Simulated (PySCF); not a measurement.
C8H10BF.
Geometry (PBE0-D3(BJ)/def2-SVP, Å), atoms numbered from 1 in this order:
```xyz
20
C8H10BF angstrom
C     -2.361    1.069   -0.293
B     -1.418   -0.166   -0.023
C     -2.012   -1.582    0.338
C      0.140    0.018   -0.110
C      1.024   -1.052    0.130
C      2.404   -0.906    0.048
C      2.922    0.342   -0.283
F      4.240    0.495   -0.372
C      2.096    1.435   -0.523
C      0.719    1.260   -0.435
H     -3.432    0.822   -0.290
H     -2.193    1.838    0.484
H     -2.124    1.564   -1.250
H     -1.599   -1.956    1.292
H     -3.108   -1.602    0.409
H     -1.708   -2.324   -0.422
H      0.621   -2.035    0.388
H      3.088   -1.737    0.233
H      2.544    2.398   -0.775
H      0.074    2.120   -0.627
```

The closed-shell ground state was solved at several levels (PySCF, density fitting, gas phase, non-relativistic).

| level | basis functions | HOMO (eV) | LUMO (eV) | gap (eV) | dipole (D) |
| --- | --- | --- | --- | --- | --- |
| PBE0/pcSseg-1 | 220 | -7.34 | -1.50 | 5.84 | 0.78 |
| CAM-B3LYP/def2-SVPD | 283 | -8.53 | -0.44 | 8.09 | 1.02 |

Estimate the row for B97-2/pcSseg-1, a basis of 220 functions; the other rows only guide the guess.

HOMO -7.10 eV, LUMO -1.50 eV, gap 5.60 eV, dipole 0.79 D.

Over all these levels, which gives the widest orbital gap and which the narrowest?

CAM-B3LYP/def2-SVPD (range-separated hybrid) has the widest, 8.09 eV, and B97-2/pcSseg-1 (global hybrid, 21 % exact exchange) the narrowest, 5.60 eV. Functional and basis both differ between the two, so the spread mixes both effects.

How far do the dipole and the HOMO energy spread over the levels?

The dipole runs from 0.78 to 1.02 D (mean 0.86 D) and the HOMO from -8.53 to -7.10 eV.
